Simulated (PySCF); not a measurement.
C₂H₄BrClSi (SMILES C=C[SiH](Cl)Br), singlet, at a GFN2-xTB geometry. Base run: HF/6-31G (PySCF).

Input for PySCF:
```python
from pyscf import gto, scf, solvent

mol = gto.M(
    atom='''
Si   -0.086813   -0.195291   -0.839112
Cl    0.836801    1.438751   -1.586108
Br    0.651312   -0.599365    1.210802
C    -1.938550    0.097185   -0.723170
C    -2.674519   -0.030263    0.371028
H     0.282942   -1.377594   -1.598921
H    -2.424804    0.396533   -1.644025
H    -2.248947   -0.323449    1.318122
H    -3.736919    0.156085    0.371020
''',
    basis='6-31g',
    charge=0,
    spin=0,
    verbose=4,
)

mf = scf.RHF(mol)
mf.kernel()
```

Variants of this job, named by their change:

```json
[
 {"change": "base", "ΔE vs base (kJ/mol)": "0.00", "dipole (D)": "3.50", "HOMO-LUMO gap (eV)": "13.71"},
 {"change": "model = COSMO; solvent = 2-propanol", "ΔE vs base (kJ/mol)": "-18.69", "dipole (D)": "4.21", "HOMO-LUMO gap (eV)": "13.58"},
 {"change": "model = IEF-PCM; solvent = 2-propanol; lebedev_order = 41", "ΔE vs base (kJ/mol)": "-18.83", "dipole (D)": "4.22", "HOMO-LUMO gap (eV)": "13.58"},
 {"change": "model = C-PCM; solvent = 2-propanol", "ΔE vs base (kJ/mol)": "___", "dipole (D)": "___", "HOMO-LUMO gap (eV)": "13.58"},
 {"change": "model = IEF-PCM; solvent = methanol", "ΔE vs base (kJ/mol)": "-19.46", "dipole (D)": "4.25", "HOMO-LUMO gap (eV)": "13.57"},
 {"change": "model = IEF-PCM; solvent = 2-propanol; lebedev_order = 11", "ΔE vs base (kJ/mol)": "-18.67", "dipole (D)": "4.21", "HOMO-LUMO gap (eV)": "13.58"},
 {"change": "model = ddCOSMO; solvent = 2-propanol", "ΔE vs base (kJ/mol)": "___", "dipole (D)": "___", "HOMO-LUMO gap (eV)": "13.62"},
 {"change": "model = IEF-PCM; solvent = 2-propanol; vdw_scale = 1.0", "ΔE vs base (kJ/mol)": "-39.3", "dipole (D)": "4.40", "HOMO-LUMO gap (eV)": "13.62"},
 {"change": "model = IEF-PCM; solvent = tetrahydrofuran", "ΔE vs base (kJ/mol)": "-16.33", "dipole (D)": "4.13", "HOMO-LUMO gap (eV)": "13.59"},
 {"change": "model = IEF-PCM; solvent = acetonitrile", "ΔE vs base (kJ/mol)": "-19.54", "dipole (D)": "4.25", "HOMO-LUMO gap (eV)": "13.57"},
 {"change": "model = IEF-PCM; solvent = 2-propanol", "ΔE vs base (kJ/mol)": "-18.78", "dipole (D)": "4.22", "HOMO-LUMO gap (eV)": "13.58"},
 {"change": "model = IEF-PCM; solvent = 2-propanol; vdw_scale = 1.4", "ΔE vs base (kJ/mol)": "___", "dipole (D)": "___", "HOMO-LUMO gap (eV)": "13.59"}
]
```

Some entries are withheld; supply them.


- model = C-PCM; solvent = 2-propanol, ΔE vs base (kJ/mol): -19.25
- model = C-PCM; solvent = 2-propanol, dipole (D): 4.24
- model = ddCOSMO; solvent = 2-propanol, ΔE vs base (kJ/mol): -18.27
- model = ddCOSMO; solvent = 2-propanol, dipole (D): 4.14
- model = IEF-PCM; solvent = 2-propanol; vdw_scale = 1.4, ΔE vs base (kJ/mol): -10.90
- model = IEF-PCM; solvent = 2-propanol; vdw_scale = 1.4, dipole (D): 4.05

The base is the gas phase, so ΔE is the electrostatic part of solvation at a fixed geometry, without cavity and dispersion terms.
